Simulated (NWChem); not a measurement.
System meant: AuPH$_{3}$Br; SMILES [PH3]->[Au][Br]

The following NWChem deck was run.

```
start job
memory heap 200 mb stack 900 mb global 1100 mb
geometry units angstroms noautoz
  Au     0.000000     0.000000     0.325926
  Br     0.000000     0.000000    -2.071639
  P      0.000000     0.000000     2.587669
  H     -1.166766     0.443291     3.257115
  H      0.967284     0.788803     3.257115
  H      0.199482    -1.232094     3.257115
end
basis spherical
  * library def2-svp
end
ecp
  Au library def2-ecp
end
dft
  xc xpbe96 cpbe96
  iterations 4
  mulliken
end
task dft energy
```

End of the output:

```
    Atom       Charge   Shell Charges
 -----------   ------   -------------------------------------------------------
    1 Au  19    19.39   0.00  0.02  1.05  0.90  0.62  0.44  4.96  1.15  0.45  7.84  1.95  0.01
    2 Br  35    35.08   2.00  2.00  1.96  1.13  0.70  5.99  5.81  2.46  3.00  7.84  2.04  0.16
    3 P   15    14.48   2.00  1.94  0.79  0.43  5.81  1.55  1.76  0.22
    4 H    1     1.02   0.63  0.34  0.05
    5 H    1     1.02   0.63  0.34  0.05
    6 H    1     1.02   0.63  0.34  0.05

 center of mass
 --------------
 x =   0.00000000 y =   0.00000000 z =  -0.09523522

 moments of inertia (a.u.)
 ------------------
        2161.623663960972          -0.000000000000          -0.000000000000
          -0.000000000000        2161.623663960972          -0.000000000000
          -0.000000000000          -0.000000000000          16.820132571422

     Multipole analysis of the density
     ---------------------------------

     L   x y z        total         alpha         beta         nuclear
     -   - - -        -----         -----         ----         -------
     0   0 0 0     -0.000000    -36.000000    -36.000000     72.000000

     1   1 0 0      0.000000      0.000000      0.000000      0.000000
     1   0 1 0      0.000000      0.000000      0.000000      0.000000
     1   0 0 1      2.776232     19.080703     19.080703    -35.385173

     2   2 0 0    -42.052309    -25.198539    -25.198539      8.344768
     2   1 1 0      0.000000      0.000000      0.000000      0.000000
     2   1 0 1     -0.000000     -0.000000     -0.000000      0.000000
     2   0 2 0    -42.052309    -25.198539    -25.198539      8.344768
     2   0 1 1      0.000000     -0.000000     -0.000000      0.000000
     2   0 0 2    -35.179322   -526.464299   -526.464299   1017.749275

 ------------------------------------------------------------------------
 dft energy failed                                                                                  0
 ------------------------------------------------------------------------
 ------------------------------------------------------------------------
  current input line :
    22: task dft energy
 ------------------------------------------------------------------------
 ------------------------------------------------------------------------
 This type of error is most commonly associated with calculations not reaching convergence criteria
 ------------------------------------------------------------------------
 For more information see the NWChem manual at https://nwchemgit.github.io

0:dft energy failed:Received an Error in Communication
```

Task: Find the fault in this run and fix the input.

Result: Convergence was not reached. Cause: the SCF was allowed too few iterations. This input runs:
```
start job
memory heap 200 mb stack 900 mb global 1100 mb
geometry units angstroms noautoz
  Au     0.000000     0.000000     0.325926
  Br     0.000000     0.000000    -2.071639
  P      0.000000     0.000000     2.587669
  H     -1.166766     0.443291     3.257115
  H      0.967284     0.788803     3.257115
  H      0.199482    -1.232094     3.257115
end
basis spherical
  * library def2-svp
end
ecp
  Au library def2-ecp
end
dft
  xc xpbe96 cpbe96
  iterations 150
  mulliken
end
task dft energy
```
It converges to -3052.18615 Ha (PBE/def2-SVP with def2 effective core potentials on Au).
